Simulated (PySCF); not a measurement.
# Finite-field polarisability of Ar (argon, neutral)

[Ar], closed-shell 1S. Calculation: PySCF 2.14, in aug-cc-pCVTZ-DK; scalar relativity by spin-free X2C-1e. Frozen: [Ne]. Energy changes in a uniform field (μhartree):

```
axis  F (au)        HF       MP2      CCSD   CCSD(T)
   x  0.0044  -101.725  -105.262  -104.805  -105.501
   x  0.0088  -406.986  -421.148  -419.322  -422.108
```

Question: Derive α along x at CCSD(T) from the two fields.

Answer: With ΔE = −αF²/2 − γF⁴/24, α = −(16 ΔE(F) − ΔE(2F))/(6F²) = 10.90 bohr³.

Question: And the mean polarisability at each level?

Answer: HF 10.51, MP2 10.87, CCSD 10.83, CCSD(T) 10.90 bohr³. Reference: 11.083 ± 0.007 bohr³ (recommended; Schwerdtfeger and Nagle, table of static dipole polarizabilities (2023 update)).
